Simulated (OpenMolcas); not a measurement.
Ta3+ (d2) in a complex was computed by CASSCF with the d shell active (OpenMolcas, ANO-RCC-VTZP on the metal). Its lowest spin-free states, and all those of the highest spin:

```csv
2S+1,Degeneracy,E (cm-1)
3,2,0.0
3,1,2369
1,1,3761
1,1,5429
3,1,6577
1,2,9055
3,2,13505
1,1,14705
1,1,16593
1,1,21271
1,2,21278
3,1,28311
3,2,39472
3,1,50493
```

Problem. Is the site octahedral, tetrahedral or cube-like, axial, or of lower symmetry?

Solution. The states with 2S+1 = 3 have orbital degeneracies 2, 1, 1, 2, 1, 2, 1. There are pairs but no triples, so the site is axial: not cubic, but with a proper or improper axis of order three or more. The run had Ta3+ with 4 ligands (chloride) in square-planar coordination (D4h) at 2.4 Å. A charge of +0.25 e stands 2.6 Å behind each ligand. Ligand basis ANO-RCC-VDZP.

An orbital doublet at a regular site is open to a Jahn-Teller distortion, which this geometry leaves out. Without dynamic correlation the repulsion within the d shell is too large (B by tens of per cent), so at a given field states of lower spin stand too high. The least metal-like active orbital is 71 % on the metal (Löwdin) and no ligand orbital is active, so the numbers are rough. With metal d orbitals alone the field can be off either way by tens of per cent. Ligand-to-metal charge-transfer states are missing. With no ligand orbital active B as a rule stays too high, so bands that hang on it stand too high and its fall with covalency is understated. The distance lies 2 % over the 2.35 Å that this model takes as the normal distance (a Shannon-type radius plus a fixed donor radius); by an R⁻⁵ law this alone changes a d-shell field by about -10 %. No measured value stands beside these numbers; the geometry was imposed, not optimised, and the real ion may take another.
